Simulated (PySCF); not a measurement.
Electron correlation in Cs(3+) (caesium, charge +3)

[Kr] 4d10 5s2 5p4, high-spin 3P determinant. Computed with PySCF 2.14 in def2-SVP with the def2 core potential (46 electrons) (5s3p2d, 24 functions), with a scalar-relativistic core potential. Frozen: 5s2; 4 electrons correlated.

Total MP2 correlation energy: -5.45 mhartree.

Same-spin part -1.87 and opposite-spin part -3.58 mhartree; SCS-MP2 scales them by 1/3 and 6/5 to -4.92 mhartree.

```json
{"level": "CCSD", "correlation energy (mhartree)": "-6.50"}
{"level": "(T)", "correlation energy (mhartree)": "-0.02"}
{"level": "CCSD(T)", "correlation energy (mhartree)": "-6.52"}
```

Diagnostics: T1 = 0.0020, D1 = 0.0036, largest double amplitude 0.018.

Task: Is a single reference adequate?

Result: Yes, within this model without spin-orbit coupling: T1 lies below 0.03 and no double amplitude reaches 0.07.
